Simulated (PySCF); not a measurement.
CH3BrOSe, SMILES [Se](OC)Br.

The structure is a stationary point at PBE0-D3(BJ)/def2-SVP. This is a generated structure with no PubChem entry under its InChIKey; it may be hypothetical. The values are those of a single conformer.

Level of theory: M06-2X/def2-TZVP (PySCF).

```json
{
 "total_energy": "-5090.88751 hartree",
 "highest_occupied_level": "-7.88 eV",
 "lowest_empty_level": "-1.40 eV",
 "orbital_gap": "6.48 eV",
 "dipole_moment": "1.69 D",
 "quadrupole, principal values (traceless, Buckingham form, about the centre of nuclear charge)": "-6.53, 1.04, 5.49 D·Å",
 "mean_static_polarisability": "62.2 bohr³ (9.22 Å³)",
 "polarisability_principal_values": "44.3, 59.6, 82.7 bohr³"
}
```
